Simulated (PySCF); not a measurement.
Two-component Hartree-Fock for Mo (molybdenum, neutral)

Start: [Kr] 4d5 5p1; 4d5/2 filled at m_j = -3/2, -1/2, +1/2, +3/2, +5/2; 5p3/2 filled at m_j = +3/2. Calculated with PySCF 2.14 in x2c-TZVPall-2c: generalised Hartree-Fock with the X2C-1e Hamiltonian and a Gaussian nucleus; one run each with spin-orbit coupling (SO) switched off, then screened by Boettger's factors. This is a chosen level, not necessarily the ground level.

```json
{"spinor shell": "1s1/2", "electrons": "2", "ε, spin-free (eV)": "-20108.5", "ε, screened SO (eV)": "-20107.4", "weight of nominal j (screened SO)": "1.000", "rms radius, screened SO (bohr)": "0.0404"}
{"spinor shell": "2s1/2", "electrons": "2", "ε, spin-free (eV)": "-2916.2", "ε, screened SO (eV)": "-2916.0", "weight of nominal j (screened SO)": "1.000", "rms radius, screened SO (bohr)": "0.166"}
{"spinor shell": "2p1/2", "electrons": "2", "ε, spin-free (eV)": "-2600.7", "ε, screened SO (eV)": "-2674.2", "weight of nominal j (screened SO)": "1.000", "rms radius, screened SO (bohr)": "0.145"}
{"spinor shell": "2p3/2", "electrons": "4", "ε, spin-free (eV)": "-2600.7", "ε, screened SO (eV)": "-2566.2", "weight of nominal j (screened SO)": "1.000", "rms radius, screened SO (bohr)": "0.149"}
{"spinor shell": "3s1/2", "electrons": "2", "ε, spin-free (eV)": "-529.56", "ε, screened SO (eV)": "-529.51", "weight of nominal j (screened SO)": "1.000", "rms radius, screened SO (bohr)": "0.456"}
{"spinor shell": "3p1/2", "electrons": "2", "ε, spin-free (eV)": "-423.31", "ε, screened SO (eV)": "-435.94", "weight of nominal j (screened SO)": "1.000", "rms radius, screened SO (bohr)": "0.455"}
{"spinor shell": "3p3/2", "electrons": "4", "ε, spin-free (eV)": "-423.31", "ε, screened SO (eV)": "-417.39", "weight of nominal j (screened SO)": "1.000", "rms radius, screened SO (bohr)": "0.465"}
{"spinor shell": "3d3/2", "electrons": "4", "ε, spin-free (eV)": "-250.44", "ε, screened SO (eV)": "-252.62", "weight of nominal j (screened SO)": "0.971", "rms radius, screened SO (bohr)": "0.451"}
{"spinor shell": "3d5/2", "electrons": "6", "ε, spin-free (eV)": "-250.44", "ε, screened SO (eV)": "-248.96", "weight of nominal j (screened SO)": "0.981", "rms radius, screened SO (bohr)": "0.455"}
{"spinor shell": "4s1/2", "electrons": "2", "ε, spin-free (eV)": "-80.318", "ε, screened SO (eV)": "-80.331", "weight of nominal j (screened SO)": "1.000", "rms radius, screened SO (bohr)": "1.19"}
{"spinor shell": "4p1/2", "electrons": "2", "ε, spin-free (eV)": "-49.232", "ε, screened SO (eV)": "-54.035", "weight of nominal j (screened SO)": "0.652", "rms radius, screened SO (bohr)": "1.34"}
{"spinor shell": "4p3/2", "electrons": "4", "ε, spin-free (eV)": "-49.232", "ε, screened SO (eV)": "-46.922", "weight of nominal j (screened SO)": "0.826", "rms radius, screened SO (bohr)": "1.33"}
{"spinor shell": "4d5/2", "electrons": "5", "ε, spin-free (eV)": "-10.877", "ε, screened SO (eV)": "-10.903", "weight of nominal j (screened SO)": "0.581", "rms radius, screened SO (bohr)": "2.07"}
{"spinor shell": "5p3/2", "electrons": "1", "ε, spin-free (eV)": "-3.421", "ε, screened SO (eV)": "-3.390", "weight of nominal j (screened SO)": "1.000", "rms radius, screened SO (bohr)": "5.55"}
```

| quantity | spin-free | screened SO |
| --- | --- | --- |
| E (hartree) | -4045.84756 | -4046.32221 |
| M_J | 4 | 4 |
| ⟨J²⟩ | 20.043 | 20.037 |
| ⟨L²⟩ | 2.040 | 2.055 |
| ⟨S²⟩ | 12.003 | 11.996 |

Each row is a mean over spinors that exchange with the open shell spreads, by up to 8.214 eV (4p3/2).

Rows whose weight is well below 1 are mixtures of j = l ± 1/2: exchange outweighs spin-orbit coupling there, and the label is only the starting occupation.

Breit and QED terms are absent; they matter most for the inner s and p1/2 levels.

Densities and radii are taken from the X2C orbitals without a picture-change correction, which distorts them close to the nucleus.

Without spin-orbit coupling the j labels of p, d and f shells carry no meaning; the spin-free column gives the mean over the occupied spinors of each nl shell.
